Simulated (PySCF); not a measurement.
## Dipole response of Ta (tantalum, neutral)

[Xe] 4f14 5d5, high-spin 6S determinant (an excited configuration). Computed with PySCF 2.14 in x2c-TZVPPall with one added diffuse shell each of s, p, d, f type (12s8p8d4f1g, 113 functions), with the spin-free X2C one-electron Hamiltonian (Gaussian nucleus). Coupled (time-dependent) response in atomic units; α is the mean over directions.

```json
{"method": "UHF", "mean α (bohr³)": "93.03", "C₆ (like pair)": "732.1", "S(−4)": "20930"}
```

S(−4) is the Cauchy moment in α(ω) = α(0) + S(−4) ω² + …

α(iu) at UHF:

| u (hartree) | α(iu) (bohr³) |
| --- | --- |
| 0 | 93.03 |
| 0.0500 | 64.32 |
| 0.100 | 43.24 |
| 0.200 | 28.19 |
| 0.300 | 20.89 |
| 0.500 | 13.02 |
| 0.750 | 8.400 |
| 1.00 | 5.989 |
| 1.50 | 3.569 |
| 2.00 | 2.391 |
| 3.00 | 1.291 |
| 5.00 | 0.5456 |

Spin-orbit coupling, which splits the p, d and f shells strongly at this Z, is absent.
